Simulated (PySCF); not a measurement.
CF₃O₂S, SMILES O=[S](=O)C(F)(F)F, multiplicity 2.

Geometry optimised at PBE0-D3(BJ)/def2-SVP. The isomer is the one that the SMILES or the coordinates give; other isomers of the formula were not compared.

Calculation: TDA-LC-ωPBE/def2-SVPD run with PySCF 2.14.0.

Vertical excitations. Isolated molecule, no solvent.

**Question.** List the lowest excited states. (An estimate is asked for; the answer gives what the named calculation found.)

**Answer.** 
| state | energy (eV) | λ (nm) | f | main pairs |
|---|---|---|---|---|
| root 1 | 3.00 | 413 | 0.004 | β HOMO−2→LUMO 52 %, β HOMO→LUMO 45 % |
| root 2 | 3.22 | 385 | 0.010 | β HOMO−1→LUMO 96 % |
| root 3 | 3.46 | 359 | 0.027 | β HOMO→LUMO 48 %, β HOMO−2→LUMO 45 % |
| root 4 | 6.10 | 203 | 0.025 | α HOMO→LUMO 68 % |
| root 5 | 6.67 | 186 | 0.021 | β HOMO−4→LUMO 59 %, β HOMO−8→LUMO 19 % |
| root 6 | 6.77 | 183 | 0.006 | β HOMO−5→LUMO 74 %, β HOMO−7→LUMO 20 % |
| root 7 | 6.90 | 180 | 0.001 | α HOMO→LUMO+4 14 %, α HOMO→LUMO+5 8 %, β HOMO−6→LUMO 56 % |
| root 8 | 7.38 | 168 | 0.063 | α HOMO→LUMO+4 35 %, α HOMO→LUMO+5 16 %, β HOMO−6→LUMO 23 %, β HOMO−4→LUMO 7 % |
| root 9 | 7.68 | 161 | 0.003 | α HOMO→LUMO+2 42 %, α HOMO→LUMO+7 24 %, α HOMO→LUMO+9 7 %, β HOMO→LUMO+1 6 % |
| root 10 | 7.77 | 160 | 0.001 | α HOMO−1→LUMO 16 %, α HOMO→LUMO+2 10 %, α HOMO→LUMO+7 6 %, β HOMO→LUMO+1 29 %, β HOMO→LUMO+6 8 %, β HOMO→LUMO+2 6 % |
Unrestricted roots are not spin-pure.
